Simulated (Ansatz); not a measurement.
BFH₃NO, SMILES `NB(O)F`, charge 0, multiplicity 1.

(1) Give a relaxed structure at PBE0-D4/def2-TZVP (Ansatz). (Estimate.)

## Answers

(1) The calculation gave: 
Cartesian coordinates in Å:
```
N 0.7220 0.0316 0.5940
B -0.2424 -0.3926 -0.3373
O -1.2370 0.3792 -0.8605
F -0.1994 -1.6598 -0.7613
H 1.4262 -0.5982 0.9337
H 0.7797 0.9571 0.9752
H -1.2491 1.2827 -0.5439
```
Point group Cs.
